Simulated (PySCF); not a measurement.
An unknown is described by computed data only.

Formula: C6H8FNO.

* 13C NMR: chemical shifts (computed TMS as zero) by class: 154.9 (1 C), 95.2 (1 C), 92.5 (1 C), 73.8 (1 C), 39.0 (1 C), 32.6 (1 C) ppm [GIAO PBE0/pcSseg-1]
* 1H NMR: chemical shifts (computed TMS as zero) by class: 5.55 (2 H), 3.32 (3 H), 3.11 (3 H) ppm [GIAO PBE0/pcSseg-1]
* Dipole: 2.40 D [PBE0/def2-SVPD]
* UV, first state: lowest singlet excitation: 4.95 eV (250 nm, f = 0.000) [TDDFT PBE0/def2-SVPD]
* Rotational structure: rotational constants A, B, C: 3.480, 0.746, 0.621 GHz [GFN2-xTB]
* Triplet: lowest triplet excitation (Tamm–Dancoff): 4.23 eV [TDA PBE0/def2-SVPD]
* NMR, other nuclei: isotropic shieldings of nuclei other than C and H, by class: 141 (1 N), -80 (1 O), 416 (1 F) ppm [GIAO PBE0/pcSseg-1]

Gas-phase values; electronic properties from PySCF, density fitting. Levels stand in brackets. Geometry: GFN2-xTB, one conformer, isolated molecule. Each NMR value is the plain mean over a class of atoms that symmetry, rotation or inversion makes alike.

Question: Give a SMILES that accounts for the data.

Answer: Numbering: `[CH3:1][N:2]([CH3:3])[C:4](=[O:5])[C:6]#[C:7][CH2:8][F:9]`. Its formula, C6H8FNO, gives 3 degrees of unsaturation: 0 rings and 3 π bonds in the structure found. 6 carbons fall into 6 classes; from least to most shielded: amide carbonyl carbon [C4] (154.9 ppm), alkyne carbon [C7] (95.2 ppm), alkyne carbon [C6] (92.5 ppm), sp3 C–F carbon [C8] (73.8 ppm), N-methyl carbon [C1] (39.0 ppm), N-methyl carbon [C3] (32.6 ppm). Hydrogen classes from least to most shielded: 2 H on an sp3 C–F carbon, C8 (5.55 ppm), 3 H on an N-methyl carbon, C1 (3.32 ppm, a mean of values up to 1.5 ppm apart in this geometry), 3 H on an N-methyl carbon, C3 (3.11 ppm, a mean of values up to 2.6 ppm apart in this geometry). The other shieldings belong to: 141 ppm, amide nitrogen [N2]; -80 ppm, amide oxygen [O5]; 416 ppm, alkyl fluorine [F9]. S1 is mainly HOMO−1→LUMO (weight 0.98); the largest Löwdin shares of the orbital it empties are 0.62 on the amide oxygen, 0.10 on each of 2 atoms of one kind (alkyne carbon) and 0.07 on the amide carbonyl carbon, of the orbital it fills 0.21 on the amide carbonyl carbon, 0.20 on an alkyne carbon, 0.17 on an alkyne carbon and 0.16 on the amide oxygen. The optimised geometry has point group Cs and is an asymmetric top. Structure: `CN(C)C(=O)C#CCF`. Computed isomers that give other values at the same levels: `CN1CCC(C=O)=C1F` (13C chemical shifts (computed TMS as zero) by class: 180.3 (1 C), 172.9 (1 C), 95.2 (1 C), 50.2 (1 C), 31.4 (1 C), 24.4 (1 C) ppm); `C=CN(C)C(=O)/C=C\F` (rotational constant A: 2.017 GHz; this holds for the one conformer computed); `C=C(C)/C(F)=C/C(N)=O` (13C chemical shifts (computed TMS as zero) by class: 171.6 (1 C), 164.6 (1 C), 143.3 (1 C), 127.1 (1 C), 110.3 (1 C), 21.4 (1 C) ppm). The assignments are read from this structure; whether some other isomer fits the data as well wasn't checked.

Shape of the structure used: `[CH3:1][N:2]([CH3:3])[C:4](=[O:5])[C:6]#[C:7][CH2:8][F:9]`: C1–N2–C4–O5 180°.
